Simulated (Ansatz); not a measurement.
Reaction (ligand exchange at the Si–C bond): `N=C([SiH3])[SiH3]` + `BS` → `BS[SiH3]` + `N=C[SiH3]`

Calculated with Ansatz (gas phase, PBE0-D4/def2-TZVP geometries, no zero-point term in ΔE). CCSD(T)/CBS is the MP2 limit (def2-TZVPP, def2-QZVPP) plus CCSD(T) − MP2 in def2-TZVPP, frozen cores. This one scheme is used for every species. Functionals use def2-TZVPP. Each species was taken in one conformer, which may not be the lowest.

| level | ΔE (kcal/mol) |
| --- | --- |
| r2SCANh-D4 | -14.1 |
| BLYP | -12.8 |
| BHLYP | -14.7 |
| HF/def2-SVP | -15.1 |

Question: What does CCSD(T)/CBS give? (Estimate.)

Answer: The calculation gave: -14.1 kcal/mol. The listed levels differ from it by 0.0, 1.3, -0.6, -1.0 kcal/mol.

Largest T1 diagnostic among the species: 0.015.

From PBE to PBE0 (25 % exact exchange), in def2-TZVPP and without D4, ΔE moves by −1.1 kcal/mol. In def2-TZVPP, CCSD(T) changes the Hartree–Fock value by +2.7 kcal/mol (the triples alone add +0.4 kcal/mol) and MP2 by +1.6 kcal/mol. At CCSD(T), def2-SVP lies +2.0 kcal/mol from the extrapolated value and def2-TZVPP +0.6 kcal/mol.
